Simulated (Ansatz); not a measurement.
Two isomers of C4H3F3: A = `FC1C=CC1(F)F`, B = `F/C=C/C(F)=C\F`.

Calculated with Ansatz (gas phase, PBE0-D4/def2-TZVP geometries, no zero-point term in ΔE). CCSD(T)/CBS adds triple-zeta CCSD(T) − MP2 to the extrapolated MP2 energy (def2 sets, frozen cores). Functionals use def2-TZVPP. B3LYP here is the variant with VWN-RPA as its local correlation; programs differ in this. Each species was taken in one conformer, which may not be the lowest.

(1) Which isomer does CCSD(T)/CBS put lower? Give the gap. (An estimate is asked.)

(2) Give E(B) − E(A) in kcal/mol with MP2/def2-TZVPP, B3LYP, LDA (SPW92), CCSD(T)/def2-SVP, PBE0-D4, B3LYP-D4, CCSD/def2-TZVPP. (Best estimate.)

(3) Does the order hold for the free energy at 298.15 K (harmonic terms from PBE0-D4)? (Estimate.)

Largest T1 diagnostic: 0.013.

## Answers

(1) The calculation gave: A, by 3.7 kcal/mol.

(2) Ansatz gave: MP2/def2-TZVPP 4.8, B3LYP -3.4, LDA (SPW92) 2.2, CCSD(T)/def2-SVP 1.6, PBE0-D4 3.0, B3LYP-D4 -2.8, CCSD/def2-TZVPP 3.7. The order is the other way round with B3LYP, B3LYP-D4.

(3) The calculation gave: Yes: G(B) − G(A) = +2.2 kcal/mol, for one conformer each.

From PBE to PBE0 (25 % exact exchange), in def2-TZVPP and without D4, E(B) − E(A) moves by +3.8 kcal/mol. Leaving LDA and LC-ωPBE aside and taking each functional with its dispersion term where it has one, the values, not all of them listed here, spread over 12.0 kcal/mol, from BLYP-D4 to PBE-QIDH. LDA lies +3.2 kcal/mol from PBE without D4.
